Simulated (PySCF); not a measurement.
**Computed structure and properties of [Er(H2O)]3+**

System: [Er(H2O)]3+ (singlet in the valence; each metal's 4f electrons, 11 of them, lie in its core potential, out of spins and levels); start: template (C2v). Method: PySCF 2.14.0, RKS PBE0, Er lcecp-1-SVP with ECP57, O def2-SVP, H def2-SVP; non-relativistic Hamiltonian with scalar-relativistic core potentials where named; density fitting; no spin-orbit coupling.

Input of the relaxation:

```python
mol = gto.M(atom='''
Er     0.00000     0.00000    -0.24366
O      0.00000     0.00000     2.17884
H      0.77000    -0.00000     2.76884
H     -0.77000     0.00000     2.76884''',
    basis={'Er': 'lcecp-1-SVP', 'O': 'def2-SVP', 'H': 'def2-SVP'},
    ecp={'Er': 'lcecp-1-SVP'},
    charge=3, spin=0)
mf = dft.RKS(mol, xc='PBE0')
mf.grids.atom_grid = (50, 194)  # f atoms: unpruned, at least (60, 302)
mf = mf.density_fit()  # fitting sets: Er AutoAux, O def2-universal-JKFIT, H def2-universal-JKFIT
mf.conv_tol = 1e-08; mf.max_cycle = 55
mf.kernel(dm0)  # dm0: converged density of the start geometry
# quasi-Newton relaxation in Cartesian coordinates to a largest gradient under 0.00045 Eh/bohr, steps kept in the point group
```

Run from Python with OMP_NUM_THREADS=2; the lines above give its settings. Where DIIS fails, smearing, a level shift and second-order steps follow.
It took 6.6 s on 2 threads of Arm Neoverse V2 (shared host), from the converged density of the start.

Course of the relaxation:

| step | energy above end (eV) | largest force component within the symmetry (eV/Å) |
| --- | --- | --- |
| 0 | 0.3859 | 3.386 |
| 1 | 0.1770 | 1.700 |
| 2 | 0.0276 | 1.584 |
| 3 | 0.0050 | 0.307 |
| 4 | 0.0006 | 0.090 |
| 5 | 0.0000 | 0.012 |
| 6 | 0.0000 | 0.001 |

Relaxed geometry (C2v):

```xyz
4

Er    0.0000    0.0000   -0.0551
O     0.0000    0.0000    2.0886
H     0.7809    0.0000    2.7197
H    -0.7809    0.0000    2.7197
```

```csv
contact,Å
Er1–O2 (H2O),2.144
```

On the finer grid (75, 302):

```yaml
HOMO: -28.46 eV
LUMO: -20.77 eV
Dipole_about_the_centre_of_mass: 3.38 D
Set_of_Mulliken_populations_of_Er1_outside_the_core_potential: s 2.06, p 6.06, d 0.33, f 0.02
D3_BJ_dispersion_energy_not_in_the_energies: -0.060 eV
```

| atom | Mulliken (e) | Löwdin (e) | spin (e) |
| --- | --- | --- | --- |
| Er1 | 2.54 | 2.43 | 0.00 |
| O2 | -0.30 | 0.07 | 0.00 |
| H3 | 0.38 | 0.25 | 0.00 |
| H4 | 0.38 | 0.25 | 0.00 |

The 4f levels lie in the core potential and are missing. Their spin isn't counted.

On the grid (50, 194), as all that follows. Harmonic modes: a minimum; lowest 482 cm⁻¹ (negative: unstable), highest 3381 cm⁻¹, zero-point energy 0.641 eV.

Taking off one H2O (charge 0, singlet; the rest: singlet) in vacuum, both parts rigid, costs 5.39 eV; the small basis without counterpoise inflates it. Parting with an electron moved from the ligand to the metal can be far cheaper, even downhill.

Rigid scan of H2O along the line from its metal:

distance to O2 (Å), energy (eV) and a bar:
```
     1.84      1.000 ##############################
     1.94      0.378 ###########
     2.04      0.081 ##
     2.14      0.000 
     2.24      0.060 ##
     2.34      0.210 ######
     2.54      0.648 ###################
```

One start shape was tried, so this needn't be the lowest isomer.

An lcecp potential fixes the number of 4f electrons, so in runs with it no electron can move into or out of that shell.
